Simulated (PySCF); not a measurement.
Computed with PySCF with PBE-D3(BJ)/def2-TZVP // B3LYP-D3(BJ)/def2-TZVP. All species are isolated molecules in the gas phase. One relaxed conformer stands for a flexible species; it need not be the lowest. 

Reference species (SMILES): `C=C[SiH]=C` (C–C–Si–C torsion 14°) (neutral, multiplicity 1).

The HOMO is -5.29 eV and the LUMO comes out as -2.48 eV.

Changed species: `C[Si]1=CC1`.

**Question.** Give the shifts of the HOMO and LUMO.

**Answer.** the HOMO increases by 0.65 eV, to -4.64 eV; the LUMO increases by 1.13 eV, to -1.35 eV.
